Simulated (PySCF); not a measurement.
# Computed properties of Si(CCH)2(H)(Me) (C5H6Si), SMILES C#C[SiH](C)C#C

C5H6Si, SMILES C[SiH](C#C)C#C. The structure is a stationary point at B3LYP-D3(BJ)/def2-SVP. The values are those of a single conformer. All values are computed for the isolated molecule unless a solvent is named; none is compared with measurement here.

**Structure.** The optimised structure has Cs symmetry. All 30 harmonic modes at B3LYP-D3(BJ)/def2-SVP (PySCF) are real, so it is a minimum. With heavy atoms numbered as in [SiH:1]([CH3:2])([C:3]#[CH:4])[C:5]#[CH:6], the shortest bond between them is C5–C6 at 1.217 Å and the longest Si1–C2 at 1.876 Å.

**Vibrations.** The strongest infrared lines (harmonic, unscaled, degenerate partners summed) lie at 862 cm⁻¹ (294 km/mol, H 71 %, Si 17 %, C 12 %), 748 cm⁻¹ (131 km/mol, H 54 %, C 25 %, Si 21 %), 899 cm⁻¹ (122 km/mol, H 80 %, C 13 %). The softest mode is at 95 cm⁻¹ and the zero-point energy is 52.8 kcal/mol.

**Electronic structure.** B3LYP/def2-TZVP (PySCF) places the frontier levels at -7.81 and -0.63 eV, a gap of 7.18 eV, and gives a dipole moment of 0.64 D and a mean polarisability of 79.4 bohr³. PBE/def2-TZVP (PySCF) at the same geometry gives -6.85 and -1.36 eV, so its gap is 1.69 eV narrower. An orbital gap is neither the optical nor the fundamental gap.

**Excitations.** TDDFT-CAM-B3LYP/def2-SVPD (PySCF) has S1 at 5.95 eV (208 nm, f = 0.000, dark); the most intense of the 10 singlets computed lies at 7.78 eV (f = 0.17). T1 (TDA) is at 4.88 eV. TDDFT-PBE/def2-SVPD (PySCF) puts S1 at 5.62 eV. No vertical singlet excitation falls in the visible range (under 3.1 eV).

**NMR.** GIAO shifts at B3LYP/pcSseg-1 (PySCF) (non-relativistic, atoms alike by connectivity averaged): ¹³C from 1.7 to 102.6 ppm against TMS; ¹H from 0.7 to 4.8 ppm against TMS; ²⁹Si at -67.8 ppm against TMS.

**Solvation.** SMD-B3LYP/6-31G* (PySCF) gives 1.7 kcal/mol in water, -2.7 kcal/mol in chlorobenzene, -3.0 kcal/mol in acetonitrile (1 M in both phases, gas-phase geometry).
